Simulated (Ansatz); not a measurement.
BFGeH₄O, SMILES `O[B](F)[GeH3]`, relaxed with RKS PBE-D4/def2-SVP in Ansatz 0.2.0 from a rough embedded geometry. The force threshold is 0.03 eV/Å; the program also tests the step.

The species carries charge 0 and has multiplicity 1.

Start:

```xyz
8

O    -0.977   -1.575    0.656
B    -0.773   -0.443   -0.220
F    -1.641   -0.291   -1.340
Ge    0.626    0.865    0.084
H    -0.343   -2.293    0.294
H     0.482    1.569    1.492
H     2.037    0.202    0.044
H     0.588    1.967   -1.010
```

```
step  energy (eV)  largest force (eV/Å)  largest move (Å)
   1  -61999.5710                 4.443             0.000
   2  -61999.9310                 2.194             0.103
   3  -62000.0149                 1.350             0.173
   4  -62000.2640                 0.835             0.200
   5  -62000.4427                 0.473             0.200
   6  -62000.5042                 0.116             0.192
   7  -62000.5074                 0.114             0.081
   8  -62000.5081                 0.166             0.047
   9  -62000.5090                 0.158             0.049
  10  -62000.5098                 0.126             0.017
  11  -62000.5110                 0.025             0.036
  12  -62000.5115                 0.035             0.053
  13  -62000.5117                 0.044             0.026
  14  -62000.5118                 0.036             0.015
  15  -62000.5119                 0.026             0.027
```

End:

```xyz
8

O    -0.822   -1.844   -0.058
B    -0.927   -0.501   -0.227
F    -2.117   -0.045   -0.634
Ge    0.631    0.853    0.102
H     0.063   -2.116    0.240
H     0.273    1.880    1.210
H     1.928    0.116    0.547
H     0.970    1.657   -1.181
```

It took 28 s on 2 threads of an Arm Neoverse V1 on a shared host, with 0.15 GiB of host memory at the peak.
